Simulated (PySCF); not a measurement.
TeCl₄, SMILES Cl[Te](Cl)(Cl)Cl. Atoms are numbered in the order given.

```xyz
5

Te     0.0000     0.0000    -0.4329
Cl     1.8022     0.0000     1.0609
Cl     0.0000    -2.4451    -0.3989
Cl    -1.8022     0.0000     1.0609
Cl     0.0000     2.4451    -0.3989
```

The structure is a stationary point at PBE0-D3(BJ)/def2-SVP. The isomer is the one that the SMILES or the coordinates give; other isomers of the formula were not compared. The def2 effective core potentials stand for the cores of Te; spin–orbit coupling is left out.

Level of theory: PBE0-D3(BJ)/def2-SVP (PySCF).

Frequencies are harmonic and unscaled.

Computed normal modes with their intensities:
```
mode  ν (cm⁻¹)  IR (km/mol)  Raman (Å⁴/amu)  depolarisation  moving atoms (share of kinetic energy)
----  --------  -----------  --------------  --------------  --------------------------------------
1           73          1.3             2.2            0.67                                 Cl 99 %
2           97          4.8             0.4            0.75                        Cl 78 %, Te 22 %
3          145          0.0             6.9            0.75                                Cl 100 %
4          147          5.9             4.2            0.37                        Cl 69 %, Te 31 %
5          164          3.0             4.6            0.75                        Cl 88 %, Te 12 %
6          304          3.7            30.6            0.44                                 Cl 99 %
7          349        217.0             0.1            0.75                        Cl 63 %, Te 37 %
8          377         57.0            10.4            0.75                        Cl 75 %, Te 25 %
9          382         21.1            31.2            0.01                        Cl 80 %, Te 20 %
```
